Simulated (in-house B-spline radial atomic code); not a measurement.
RPA and G0W0 on LDA exchange-only: the xenon ion Xe⁷⁺

Configuration [Kr] 4d10 5s1, highest spin, mean-field start LDA exchange-only. Computed with an all-electron radial atomic-structure program (B-spline basis): all electrons, non-relativistic, point nucleus, each spin shell either full or empty, empty states to l = 9 with an (l + 1/2)⁻⁴ tail; G0W0 by contour deformation at full frequency.

Without relativity these are model numbers: it shifts the levels of so heavy an element strongly and can reorder them.

Command:
```bash
python run_gw.py task.json out
```
Settings (radii: box in bohr, nucleus in fm):
```
Z                        54
electrons                47
configuration            [Kr] 4d10 5s1
hamiltonian              nr
method                   lda,
lmax                     9
spin_polarised           True
box_radius               8.41
intervals                51
ion_configuration        [Kr] 4d10
```

Cost of the run: 8.3 s on 1 thread of Arm Neoverse N1, with other jobs on the host.

Energies (hartree):

| term | value |
| --- | --- |
| mean-field total | -7212.37068 |
| Hartree-Fock functional on these orbitals | -7220.80617 |
| direct second order | -4.2013 |
| second-order exchange | 1.1552 |
| SOSEX correction | 1.0825 |

(1) What is the RPA correlation energy, and what remains with SOSEX?

Quasi-particle levels (eV):

| level | occupied | mean field | Σx - vxc | Σc | QP weight | G0W0 |
| --- | --- | --- | --- | --- | --- | --- |
| 5s up | yes | -96.31 | -4.74 | ? | ? | ? |
| 4d down | yes | -150.44 | -15.32 | 0.66 | 0.955 | -165.10 |
| 4d up | yes | -150.84 | -15.23 | 0.67 | 0.953 | -165.41 |
| 5s down | no | -93.82 | 7.66 | -3.18 | 0.957 | -89.35 |

G0W0 = mean field + (Σx - vxc) + Σc, with Σc (partial-wave tail included) taken at the quasi-particle energy. Only the outer levels were computed. Levels of low weight are left out.

(2) Where does G0W0 put 5s up?

(3) What does it cost to remove one electron (to [Kr] 4d10) by differences of total energies, each species on its own start (correlation terms add to the Hartree-Fock functional)?

Results:

(1) RPA gives -3.7367 hartree (-2.16 eV per electron); RPA + SOSEX gives -2.6541, and the second-order doubles -3.046 hartree (no singles). RPA lacks exchange-type terms and so overcorrelates at short range.

(2) At -103.45 eV, with Σc = -2.39 eV and a quasi-particle weight of 0.972. The tabulated removal energy is 105.978 ± 0.0025 eV (NIST, measured); the calculation leaves out relativity, Breit and QED terms, and what these don't explain is the method's own error.

(3) LDA exchange-only 102.49 eV, Hartree-Fock functional 100.72 eV, + RPA 103.10 eV, + RPA + SOSEX 102.28 eV, + second order 103.30 eV. Tabulated: 105.978 ± 0.0025 eV (NIST, measured); the calculation leaves out relativity, Breit and QED terms, and what these don't explain is the method's own error.
